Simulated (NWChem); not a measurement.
System: CCl₂, singlet; SMILES Cl[C]Cl

Here is an NWChem input.

```
start job
memory heap 200 mb stack 900 mb global 1100 mb
geometry units angstroms noautosym nocenter noautoz
  Cl     1.421669     0.000000    -0.169289
  C      0.000000     0.000000     0.846797
  Cl    -1.421669     0.000000    -0.169289
end
basis spherical
  * library def2-svpd
end
dft
  xc pbe0
  iterations 150
end
cosmo
  do_cosmo_smd true
  solvent water
end
task dft energy
```

Excerpt of the output:

```
             Northwest Computational Chemistry Package (NWChem) 7.3.0
             --------------------------------------------------------

                             Geometry "geometry" -> ""
                             -------------------------

 Output coordinates in angstroms (scale by  1.889725989 to convert to a.u.)

  No.       Tag          Charge          X              Y              Z
 ---- ---------------- ---------- -------------- -------------- --------------
    1 Cl                  17.0000     1.42166900     0.00000000    -0.16928900
    2 C                    6.0000     0.00000000     0.00000000     0.84679700
    3 Cl                  17.0000    -1.42166900     0.00000000    -0.16928900

 Effective nuclear repulsion energy (a.u.)     115.5632039596

                                 NWChem DFT Module
                                 -----------------

 Summary of "ao basis" -> "ao basis" (spherical)
 ------------------------------------------------------------------------------
       Tag                 Description            Shells   Functions and Types
 ---------------- ------------------------------  ------  ---------------------
 Cl                        def2-svpd                11       27   5s4p2d
 C                         def2-svpd                 8       20   4s2p2d

 in cosmo_initialize ...
 calling solv_data for solv:h2o

 solvent parameters
 solvname_short: h2o
 solvname_long:  water
 dielec:       78.4000
 dielecinf:     1.7769
 aqueous SMD model solvent descriptors
 dielec:       78.4000
 sola:          0.8200

          ---------------
          -cosmo- solvent
          ---------------
 Cosmo: York-Karplus, doi: 10.1021/jp992097l
 dielectric constant -eps-     =  78.40
 screen = (eps-1)/(eps    )    =   0.98724
 surface charge correction     = lagrangian

   van der Waals surface
 --------------------------

[...]

                                COSMO-SMD solvation results
                                ---------------------------

             internal energy in gas <Psi(g)|H|Psi(g)> =      -957.734454152899
         internal energy in solvent <Psi(s)|H|Psi(s)> =      -957.734111334924
                               delta internal energy  =         0.000342817975 (    0.22 kcal/mol)
   total free energy in solvent <Psi(s)|H+V/2|Psi(s)> =      -957.736585201632
 polarization energy contribution <Psi(s)|V/2|Psi(s)> =        -0.002473866708 (   -1.55 kcal/mol)
    total free energy in solvent including G(SMD-CDS) =      -957.730450037747
                       G(SMD-CDS) energy contribution =         0.006135163885 (    3.85 kcal/mol)
     1 M fixed-concentration free energy of solvation =         0.004004115152 (    2.51 kcal/mol)

                       DFT Final Molecular Orbital Analysis
                       ------------------------------------

 Vector   18  Occ=2.000000D+00  E=-3.755936D-01
              MO Center= -1.0D-08, -6.8D-09, -1.4D-01, r^2= 3.1D+00
   Bfn.  Coefficient  Atom+Function         Bfn.  Coefficient  Atom+Function
  ----- ------------  ---------------      ----- ------------  ---------------
    13      0.449833  1 Cl py                60     -0.449833  3 Cl py
    10      0.354371  1 Cl py                57     -0.354371  3 Cl py
     7      0.202170  1 Cl py                54     -0.202170  3 Cl py
    16      0.056014  1 Cl py                63     -0.056014  3 Cl py

 Vector   19  Occ=2.000000D+00  E=-3.547150D-01
              MO Center=  8.5D-13,  2.4D-09, -1.2D-01, r^2= 3.3D+00
   Bfn.  Coefficient  Atom+Function         Bfn.  Coefficient  Atom+Function
  ----- ------------  ---------------      ----- ------------  ---------------
    12      0.364546  1 Cl px                59      0.364546  3 Cl px
    14      0.290226  1 Cl pz                61     -0.290226  3 Cl pz
     9      0.278524  1 Cl px                56      0.278524  3 Cl px
    11      0.237999  1 Cl pz                58     -0.237999  3 Cl pz
     6      0.158182  1 Cl px                53      0.158182  3 Cl px

 Vector   20  Occ=2.000000D+00  E=-2.929449D-01
              MO Center= -5.1D-09,  1.3D-09,  6.1D-01, r^2= 2.6D+00
   Bfn.  Coefficient  Atom+Function         Bfn.  Coefficient  Atom+Function
  ----- ------------  ---------------      ----- ------------  ---------------
    34      0.389428  2 C  pz                29      0.343191  2 C  s
    14     -0.340057  1 Cl pz                61     -0.340057  3 Cl pz
    30      0.336368  2 C  s                 11     -0.250828  1 Cl pz
    58     -0.250828  3 Cl pz                31      0.215523  2 C  s
    37      0.190202  2 C  pz                28     -0.144032  2 C  s

 Vector   21  Occ=0.000000D+00  E=-1.365296D-01
              MO Center= -5.1D-09,  1.4D-08,  5.1D-01, r^2= 2.2D+00
   Bfn.  Coefficient  Atom+Function         Bfn.  Coefficient  Atom+Function
  ----- ------------  ---------------      ----- ------------  ---------------
    33      0.585013  2 C  py                36      0.434555  2 C  py
    13     -0.285091  1 Cl py                60     -0.285091  3 Cl py
    10     -0.191740  1 Cl py                57     -0.191740  3 Cl py
     7     -0.106310  1 Cl py                54     -0.106310  3 Cl py
    18     -0.051625  1 Cl d -2              65      0.051625  3 Cl d -2

[...]
```

Level: PBE0/def2-SVPD, SMD on the gas-phase geometry. Low-valent species are run as closed-shell singlets; no triplet was tried in these runs. All runs use the structure optimised with PBE-D3(BJ)/def2-SVP. Solvent: water.
